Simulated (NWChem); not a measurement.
Everything below was run with NWChem. System: C₂H₅NSi, charge 0, spin multiplicity 1, displaced from the optimised geometry. The structure started from a generated list of species. Level: LDA (SVWN5)/def2-SVP.

The NWChem input:

```
start mol
memory heap 200 mb stack 800 mb global 1000 mb
geometry units angstroms nocenter noautoz
  C     -1.241117    -0.087458     0.000000
  N     -0.805059     1.152681     0.000000
  C      0.712970     1.022359     0.000000
  Si     0.497879    -0.925685     0.000000
  H     -2.339363    -0.317490     0.000000
  H      1.161379     1.513992     0.906702
  H      1.161379     1.513992    -0.906702
  H      0.925298    -1.714537     1.233303
  H      0.925298    -1.714537    -1.233303
  symmetry group Cs
end
basis spherical
  * library def2-svp
end
dft
  xc slater vwn_5
  semidirect memsize 60000000 filesize 0
  iterations 100
  grid fine
end
task dft gradient
```

NWChem printed:

```
             Northwest Computational Chemistry Package (NWChem) 7.3.0
             --------------------------------------------------------

                                NWChem Input Module
                                -------------------

 Scaling coordinates for geometry "geometry" by  1.889725989
 (inverse scale =  0.529177249)

 Turning off AUTOSYM since
 SYMMETRY directive was detected!

                             Geometry "geometry" -> ""
                             -------------------------

 Output coordinates in angstroms (scale by  1.889725989 to convert to a.u.)

  No.       Tag          Charge          X              Y              Z
 ---- ---------------- ---------- -------------- -------------- --------------
    1 C                    6.0000    -1.24111700    -0.08745800     0.00000000
    2 N                    7.0000    -0.80505900     1.15268100     0.00000000
    3 C                    6.0000     0.71297000     1.02235900     0.00000000
    4 Si                  14.0000     0.49787900    -0.92568500     0.00000000
    5 H                    1.0000    -2.33936300    -0.31749000     0.00000000
    6 H                    1.0000     1.16137900     1.51399200     0.90670200
    7 H                    1.0000     1.16137900     1.51399200    -0.90670200
    8 H                    1.0000     0.92529800    -1.71453700     1.23330300
    9 H                    1.0000     0.92529800    -1.71453700    -1.23330300

 Effective nuclear repulsion energy (a.u.)     149.2143773409

            Nuclear Dipole moment (a.u.)
            ----------------------------
        X                 Y               Z
 ---------------- ---------------- ----------------
     0.0000037795     0.0000056692     0.0000000000

      Symmetry information
      --------------------

 Group name             Cs
 Group number              2
 Group order               2
 No. of unique centers     7

      Symmetry unique atoms

     1    2    3    4    5    6    8


 Summary of "ao basis" -> "" (spherical)
 ------------------------------------------------------------------------------
       Tag                 Description            Shells   Functions and Types
 ---------------- ------------------------------  ------  ---------------------
 *                          def2-svp                  on all atoms

                                 NWChem DFT Module
                                 -----------------

 Summary of "ao basis" -> "ao basis" (spherical)
 ------------------------------------------------------------------------------
       Tag                 Description            Shells   Functions and Types
 ---------------- ------------------------------  ------  ---------------------
 C                          def2-svp                 6       14   3s2p1d
 N                          def2-svp                 6       14   3s2p1d
 Si                         def2-svp                 8       18   4s3p1d
 H                          def2-svp                 3        5   2s1p

 Summary of "ao basis" -> "ao basis" (spherical)
 ------------------------------------------------------------------------------
       Tag                 Description            Shells   Functions and Types
 ---------------- ------------------------------  ------  ---------------------
 C                          def2-svp                 6       14   3s2p1d
 N                          def2-svp                 6       14   3s2p1d
 Si                         def2-svp                 8       18   4s3p1d
 H                          def2-svp                 3        5   2s1p

      Symmetry analysis of basis
      --------------------------

        a'         57
        a"         28

            General Information
            -------------------
          SCF calculation type: DFT
          Wavefunction type:  closed shell.
          No. of atoms     :     9
          No. of electrons :    38
           Alpha electrons :    19
            Beta electrons :    19
          Charge           :     0
          Spin multiplicity:     1
          Use of symmetry is: on ; symmetry adaption is: on
          Maximum number of iterations: 100
          AO basis - number of functions:    85
                     number of shells:    41
          Convergence on energy requested:  1.00D-06
          Convergence on density requested:  1.00D-05
          Convergence on gradient requested:  5.00D-04

              XC Information
              --------------
                        Slater Exchange Functional  1.000 local
                      VWN V Correlation Functional  1.000 local

             Grid Information
             ----------------
          Grid used for XC integration:  fine
          Radial quadrature: Mura-Knowles
          Angular quadrature: Lebedev.
          Tag              B.-S. Rad. Rad. Pts. Rad. Cut. Ang. Pts.
          ---              ---------- --------- --------- ---------
          C                   0.70       70          10.0       590
          N                   0.65       70          10.0       590
          Si                  1.10      123          10.0       770
          H                   0.35       60          11.0       590
          Grid pruning is: on
          Number of quadrature shells:   513
          Spatial weights used:  Erf1

          Convergence Information
          -----------------------
          Convergence aids based upon iterative change in
          total energy or number of iterations.
          Levelshifting, if invoked, occurs when the
          HOMO/LUMO gap drops below (HL_TOL):  1.00D-02
[...]
 d= 0,ls=0.0,diis     8   -420.8653097973  1.77D-06  4.80D-05  2.22D-05     2.9
 d= 0,ls=0.0,diis     9   -420.8653122152 -2.42D-06  1.55D-05  3.49D-06     3.1
 d= 0,ls=0.0,diis    10   -420.8653126055 -3.90D-07  4.13D-06  2.20D-07     3.4

         Total DFT energy =     -420.865312605528
      One electron energy =     -876.822481917275
           Coulomb energy =      344.710815355675
    Exchange-Corr. energy =      -37.968023384807
 Nuclear repulsion energy =      149.214377340880

 Numeric. integr. density =       37.999999227133

     Total iterative time =      3.0s

                  Occupations of the irreducible representations
                  ----------------------------------------------

                     irrep           alpha         beta
                     --------     --------     --------
                     a'               15.0         15.0
                     a"                4.0          4.0

                       DFT Final Molecular Orbital Analysis
                       ------------------------------------

 Vector   17  Occ=2.000000D+00  E=-2.774759D-01  Symmetry=a"
              MO Center= -4.6D-01,  5.3D-01, -1.5D-11, r^2= 2.7D+00
   Bfn.  Coefficient  Atom+Function         Bfn.  Coefficient  Atom+Function
  ----- ------------  ---------------      ----- ------------  ---------------
    20     -0.381929  2 N  pz                 6      0.364085  1 C  pz
     9      0.254341  1 C  pz                23      0.246968  2 N  pz
    34     -0.188411  3 C  pz                66     -0.169384  6 H  s
    71      0.169384  7 H  s                 67     -0.107437  6 H  s
    72      0.107437  7 H  s                 76     -0.097197  8 H  s

 Vector   18  Occ=2.000000D+00  E=-2.765534D-01  Symmetry=a'
              MO Center=  1.0D-01,  1.4D-01,  1.5D-11, r^2= 2.7D+00
   Bfn.  Coefficient  Atom+Function         Bfn.  Coefficient  Atom+Function
  ----- ------------  ---------------      ----- ------------  ---------------
    33      0.371751  3 C  py                 4      0.275285  1 C  px
    36      0.214917  3 C  py                50     -0.210881  4 Si px
    61     -0.178561  5 H  s                 31     -0.172919  3 C  s
    51     -0.169092  4 Si py                53     -0.168805  4 Si px
     3      0.153403  1 C  s                  2      0.133684  1 C  s

 Vector   19  Occ=2.000000D+00  E=-2.016222D-01  Symmetry=a'
              MO Center= -5.5D-01,  6.6D-01, -4.2D-16, r^2= 2.8D+00
   Bfn.  Coefficient  Atom+Function         Bfn.  Coefficient  Atom+Function
  ----- ------------  ---------------      ----- ------------  ---------------
    19      0.395194  2 N  py                17     -0.296531  2 N  s
    22     -0.279732  2 N  py                18     -0.267986  2 N  px
    46     -0.230038  4 Si s                  5      0.196089  1 C  py
    45     -0.188319  4 Si s                 21      0.184970  2 N  px
    32     -0.178324  3 C  px                54     -0.156299  4 Si py

 Vector   20  Occ=0.000000D+00  E=-7.654882D-02  Symmetry=a"
              MO Center= -8.0D-01,  2.8D-01, -1.5D-15, r^2= 2.4D+00
   Bfn.  Coefficient  Atom+Function         Bfn.  Coefficient  Atom+Function
  ----- ------------  ---------------      ----- ------------  ---------------
    20      0.468410  2 N  pz                23     -0.461470  2 N  pz
     9      0.435850  1 C  pz                 6      0.419325  1 C  pz
    55      0.313134  4 Si pz                77     -0.259943  8 H  s
    82      0.259943  9 H  s                 76     -0.095764  8 H  s
    81      0.095764  9 H  s                 67      0.088850  6 H  s

 Vector   21  Occ=0.000000D+00  E=-3.608124D-02  Symmetry=a'
              MO Center=  5.7D-01, -9.2D-01,  2.9D-15, r^2= 3.4D+00
   Bfn.  Coefficient  Atom+Function         Bfn.  Coefficient  Atom+Function
  ----- ------------  ---------------      ----- ------------  ---------------
    53      0.928278  4 Si px                31     -0.811115  3 C  s
     3      0.678870  1 C  s                 54      0.497824  4 Si py
    36      0.306659  3 C  py                50      0.236807  4 Si px
     8     -0.224940  1 C  py                 7      0.189777  1 C  px
    33      0.183770  3 C  py                62     -0.177174  5 H  s

 Vector   22  Occ=0.000000D+00  E= 1.515739D-02  Symmetry=a'
              MO Center=  6.9D-01, -8.1D-01,  1.2D-14, r^2= 4.6D+00
   Bfn.  Coefficient  Atom+Function         Bfn.  Coefficient  Atom+Function
  ----- ------------  ---------------      ----- ------------  ---------------
    54      1.407151  4 Si py                31     -1.151595  3 C  s
    77      0.821869  8 H  s                 82      0.821869  9 H  s
    53     -0.773539  4 Si px                 3     -0.508276  1 C  s
    67      0.433989  6 H  s                 72      0.433989  7 H  s
    45     -0.380084  4 Si s                 17     -0.294883  2 N  s

 center of mass
 --------------
 x =  -0.04878953 y =   0.01963342 z =   0.00000000

 moments of inertia (a.u.)
 ------------------
         252.029704644157          52.583986925694           0.000000000000
          52.583986925694         197.231972970419           0.000000000000
           0.000000000000           0.000000000000         415.529691027468

     Multipole analysis of the density
     ---------------------------------

     L   x y z        total         alpha         beta         nuclear
     -   - - -        -----         -----         ----         -------
     0   0 0 0     -0.000000    -19.000000    -19.000000     38.000000

     1   1 0 0      0.395909      0.197953      0.197953      0.000004
     1   0 1 0     -0.481236     -0.240621     -0.240621      0.000006
     1   0 0 1      0.000000      0.000000      0.000000      0.000000

     2   2 0 0    -23.054975    -65.418364    -65.418364    107.781753
     2   1 1 0      2.595159     13.505180     13.505180    -24.415201
     2   1 0 1      0.000000      0.000000      0.000000      0.000000
     2   0 2 0    -25.704817    -81.021939    -81.021939    136.339061
     2   0 1 1      0.000000      0.000000      0.000000      0.000000
     2   0 0 2    -24.183246    -20.459144    -20.459144     16.735042

            General Information
            -------------------
          SCF calculation type: DFT
          Wavefunction type:  closed shell.
          No. of atoms     :     9
          No. of electrons :    38
           Alpha electrons :    19
            Beta electrons :    19
          Charge           :     0
          Spin multiplicity:     1
          Use of symmetry is: on ; symmetry adaption is: on
          Maximum number of iterations: 100
          AO basis - number of functions:    85
                     number of shells:    41
          Convergence on energy requested:  1.00D-06
          Convergence on density requested:  1.00D-05
          Convergence on gradient requested:  5.00D-04

              XC Information
              --------------
                        Slater Exchange Functional  1.000 local
                      VWN V Correlation Functional  1.000 local

             Grid Information
             ----------------
          Grid used for XC integration:  fine
          Radial quadrature: Mura-Knowles
          Angular quadrature: Lebedev.
          Tag              B.-S. Rad. Rad. Pts. Rad. Cut. Ang. Pts.
          ---              ---------- --------- --------- ---------
          C                   0.70       70          10.0       590
          N                   0.65       70          10.0       590
          Si                  1.10      123          10.0       770
          H                   0.35       60          11.0       590
          Grid pruning is: on
          Number of quadrature shells:   513
          Spatial weights used:  Erf1

          Convergence Information
          -----------------------
          Convergence aids based upon iterative change in
          total energy or number of iterations.
          Levelshifting, if invoked, occurs when the
          HOMO/LUMO gap drops below (HL_TOL):  1.00D-02
          DIIS, if invoked, will attempt to extrapolate
          using up to (NFOCK): 10 stored Fock matrices.

                    Damping( 0%)  Levelshifting(0.5)       DIIS
                  --------------- ------------------- ---------------
          dE  on:    start            ASAP                start
          dE off:    2 iters        100 iters           100 iters

      Screening Tolerance Information
      -------------------------------
          Density screening/tol_rho:  1.00D-10
          AO Gaussian exp screening on grid/accAOfunc:  14
          CD Gaussian exp screening on grid/accCDfunc:  20
          XC Gaussian exp screening on grid/accXCfunc:  20
          Schwarz screening/accCoul:  1.00D-08

                            NWChem DFT Gradient Module
                            --------------------------

  charge          =   0.00
  wavefunction    = closed shell

  Using symmetry

                         DFT ENERGY GRADIENTS

    atom               coordinates                        gradient
                 x          y          z           x          y          z
   1 C      -2.345371  -0.165272   0.000000   -0.019930  -0.022403   0.000000
   2 N      -1.521341   2.178251   0.000000   -0.012553   0.030064   0.000000
   3 C       1.347318   1.931978   0.000000    0.020513   0.006435   0.000000
   4 Si      0.940855  -1.749291   0.000000    0.009257  -0.014816   0.000000
   5 H      -4.420755  -0.599969   0.000000   -0.007313  -0.001678   0.000000
   6 H       2.194688   2.861030   1.713418    0.003711   0.003856   0.005788
   7 H       2.194688   2.861030  -1.713418    0.003711   0.003856  -0.005788
   8 H       1.748560  -3.240005   2.330605    0.001301  -0.002657   0.003752
   9 H       1.748560  -3.240005  -2.330605    0.001301  -0.002657  -0.003752

                 ----------------------------------------
                 |  Time  |  1-e(secs)   |  2-e(secs)   |
                 ----------------------------------------
                 |  CPU   |       0.01   |       3.10   |
                 ----------------------------------------
                 |  WALL  |       0.01   |       3.10   |
                 ----------------------------------------

 Task  times  cpu:        7.0s     wall:        7.0s

 Total times  cpu:        7.1s     wall:        7.1s
```
